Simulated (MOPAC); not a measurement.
Input file for MOPAC: PM7 on H6SiSn (SMILES [SiH3][SnH3]), a point of a bond scan (R = 4.002 Å).

```
PM7 1SCF PRECISE CHARGE=0 THREADS=1
H6SiSn

Sn    -0.61782741 1     0.06128438 1    -0.01104223 1
Si     1.94433205 1    -0.19286485 1     0.03475042 1
H     -1.31526903 1    -0.97677330 1    -1.18186460 1
H     -1.06686420 1     1.66906744 1    -0.39602690 1
H     -1.29897929 1    -0.32715219 1     1.51210016 1
H      2.93503557 1    -3.96322712 1     0.93794286 1
H      2.52737364 1     0.71260904 1     1.05295175 1
H      2.51320142 1     0.14743305 1    -1.29082092 1
```

Program output:

```
*******************************************************************************
 **                                                                           **
 **                              MOPAC v23.2.5                                **
 **                                                                           **
 *******************************************************************************
 ** MOPAC's Digital Object Identifier: https://doi.org/10.5281/zenodo.6511958 **
 **                                                                           **
 ** Please cite the open-source release paper for use of this MOPAC version:  **
 ** J. E. Moussa and J. J. P. Stewart (2026)                                  **
 ** MOPAC: An open-source semiempirical molecular orbital program             **
 ** J. Open Source Softw., 11(119), 8025, https://doi.org/10.21105/joss.08025 **
 *******************************************************************************

                              PM7 CALCULATION RESULTS

 *******************************************************************************
 *  PM7        - The PM7 Hamiltonian to be used
 *
 *
 *
 *                 CHARGE ON SYSTEM = 0
 *
 *
 *
 *  PRECISE    - TIGHTER CRITERIA TO BE USED
 *  1SCF       - DO 1 SCF AND THEN STOP
 *  THREADS=1  - MULTI-THREADING NOT USED
 *  T=         - A TIME OF 172800.0 SECONDS REQUESTED
 *  DUMP=N     - RESTART FILE WRITTEN EVERY 7200.0 SECONDS REQUESTED
 *******************************************************************************
PM7 1SCF PRECISE CHARGE=0 THREADS=1
 H6SiSn

   ATOM   CHEMICAL          X               Y               Z
  NUMBER   SYMBOL      (ANGSTROMS)     (ANGSTROMS)     (ANGSTROMS)

     1      Sn         -0.61782741  *   0.06128438  *  -0.01104223  *
     2      Si          1.94433205  *  -0.19286485  *   0.03475042  *
     3       H         -1.31526903  *  -0.97677330  *  -1.18186460  *
     4       H         -1.06686420  *   1.66906744  *  -0.39602690  *
     5       H         -1.29897929  *  -0.32715219  *   1.51210016  *
     6       H          2.93503557  *  -3.96322712  *   0.93794286  *
     7       H          2.52737364  *   0.71260904  *   1.05295175  *
     8       H          2.51320142  *   0.14743305  *  -1.29082092  *



          CARTESIAN COORDINATES

    NO.       ATOM           X           Y           Z

     1        Sn         -0.6178      0.0613     -0.0110
     2        Si          1.9443     -0.1929      0.0348
     3         H         -1.3153     -0.9768     -1.1819
     4         H         -1.0669      1.6691     -0.3960
     5         H         -1.2990     -0.3272      1.5121
     6         H          2.9350     -3.9632      0.9379
     7         H          2.5274      0.7126      1.0530
     8         H          2.5132      0.1474     -1.2908

 General Reference for PM7:
 "Optimization of Parameters for Semiempirical Methods VI: More Modifications to the
 NDDO Approximations and Re-optimization of Parameters", J. J. P. Stewart, J. Mol. Mod., 1:32, 19 (2013)
 https://link.springer.com/article/10.1007/s00894-012-1667-x

           Empirical Formula: H6 Sn Si  =     8 atoms



      MOLECULAR POINT GROUP   :   Cs


      RHF CALCULATION, NO. OF DOUBLY OCCUPIED LEVELS = 7



 ALL CONVERGERS ARE NOW FORCED ON
 SHIFT=10, PULAY ON, CAMP-KING ON
 AND ITERATION COUNTER RESET



 -------------------------------------------------------------------------------
 PM7 1SCF PRECISE CHARGE=0 THREADS=1
 H6SiSn



     1SCF WAS SPECIFIED, SO BFGS WAS NOT USED
     SCF FIELD WAS ACHIEVED


                              PM7 CALCULATION
                                                       MOPAC v23.2.5 Linux




          FINAL HEAT OF FORMATION =        193.77762 KCAL/MOL =     810.76557 KJ/MOL


          COSMO AREA              =        142.73 SQUARE ANGSTROMS
          COSMO VOLUME            =        128.91 CUBIC ANGSTROMS

          IONIZATION POTENTIAL    =          5.986653 EV
          HOMO LUMO ENERGIES (EV) =         -5.987 -2.106
          NO. OF FILLED LEVELS    =          7
          MOLECULAR WEIGHT        =        152.8229         POINT GROUP:  Cs

          MOLECULAR DIMENSIONS (Angstroms)

            Atom       Atom       Distance
            H     6    H     4     7.03686
            H     8    H     5     4.58637
            H     3    H     7     4.27595


          SCF CALCULATIONS        =          1





   ATOM   CHEMICAL          X               Y               Z
  NUMBER   SYMBOL      (ANGSTROMS)     (ANGSTROMS)     (ANGSTROMS)

     1      Sn         -0.61782741  *   0.06128438  *  -0.01104223  *
     2      Si          1.94433205  *  -0.19286485  *   0.03475042  *
     3       H         -1.31526903  *  -0.97677330  *  -1.18186460  *
     4       H         -1.06686420  *   1.66906744  *  -0.39602690  *
     5       H         -1.29897929  *  -0.32715219  *   1.51210016  *
     6       H          2.93503557  *  -3.96322712  *   0.93794286  *
     7       H          2.52737364  *   0.71260904  *   1.05295175  *
     8       H          2.51320142  *   0.14743305  *  -1.29082092  *

                             CARTESIAN COORDINATES

   1   Sn       -0.617827410     0.061284380    -0.011042230
   2   Si        1.944332050    -0.192864850     0.034750420
   3    H       -1.315269030    -0.976773300    -1.181864600
   4    H       -1.066864200     1.669067440    -0.396026900
   5    H       -1.298979290    -0.327152190     1.512100160
   6    H        2.935035570    -3.963227120     0.937942860
   7    H        2.527373640     0.712609040     1.052951750
   8    H        2.513201420     0.147433050    -1.290820920


           Empirical Formula: H6 Sn Si  =     8 atoms



      MOLECULAR POINT GROUP   :   Cs


                  EIGENVALUES
 -15.65133 -12.39395 -12.15681 -11.85690 -11.30031 -10.02325  -5.98665  -2.10623
   1.64540   3.20880   4.43847   5.72053   5.78721   7.81058  20.58305  20.67389
  20.68184  21.17719  21.67994


              NET ATOMIC CHARGES AND DIPOLE CONTRIBUTIONS

  ATOM NO.   TYPE          CHARGE      No. of ELECS.   s-Pop       p-Pop       d-Pop
    1         Sn           0.932616        3.0674     0.85747     2.20991
    2         Si          -0.293808        4.2938     0.95346     3.27124     0.06911
    3          H          -0.193188        1.1932     1.19319
    4          H          -0.187675        1.1877     1.18767
    5          H          -0.193188        1.1932     1.19319
    6          H           0.007405        0.9926     0.99259
    7          H          -0.036081        1.0361     1.03608
    8          H          -0.036080        1.0361     1.03608
 DIPOLE           X         Y         Z       TOTAL
 POINT-CHG.    -2.893    -0.038     0.027     2.893
 HYBRID         1.491    -0.561     0.126     1.598
 SUM           -1.402    -0.599     0.153     1.533


          ATOMIC ORBITAL ELECTRON POPULATIONS

     Atom    s        px        py        pz      x^2-y^2     xz        z^2       yz        xy
    1 Sn   0.85747   0.66154   0.77486   0.77352
    2 Si   0.95346   1.29761   1.00923   0.96440   0.00737   0.02047   0.01451   0.01598   0.01078
    3  H   1.19319
    4  H   1.18767
    5  H   1.19319
    6  H   0.99259
    7  H   1.03608
    8  H   1.03608

 **********************
 *                    *
 * JOB ENDED NORMALLY *
 *                    *
 **********************




 == MOPAC DONE ==
```

The run finished.

Cost: very roughly 0.19 core-seconds.
